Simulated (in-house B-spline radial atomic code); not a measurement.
**V IV (V3+): [Ar] 3d2**

Computed with a radial B-spline atomic code at the basis-set limit: non-relativistic TPSS, spin-polarised, spherical fractional occupations, point nucleus.

Z_r = [3n² - l(l+1)]/(2<r>); Z_e = n√(-2ε); the last column is Slater's effective charge. Values are occupation-weighted means over spin.

| shell | electrons | ε (eV) | <r> (bohr) | Z_r | Z_e | Slater |
| --- | --- | --- | --- | --- | --- | --- |
| 1s | 2 | -5372.6 | 0.067 | 22.39 | 19.87 | 22.70 |
| 2s | 2 | -632.55 | 0.3105 | 19.32 | 13.64 | 18.85 |
| 2p | 6 | -537.76 | 0.2751 | 18.18 | 12.57 | 18.85 |
| 3s | 2 | -103.34 | 0.9439 | 14.30 | 8.27 | 11.75 |
| 3p | 6 | -77.281 | 0.9963 | 12.55 | 7.15 | 11.75 |
| 3d | 2 | -37.897 | 1.165 | 9.01 | 5.01 | 4.65 |

The least bound orbital is 3d up at -37.9 eV, and it is also the most diffuse (<r> = 1.165 bohr).
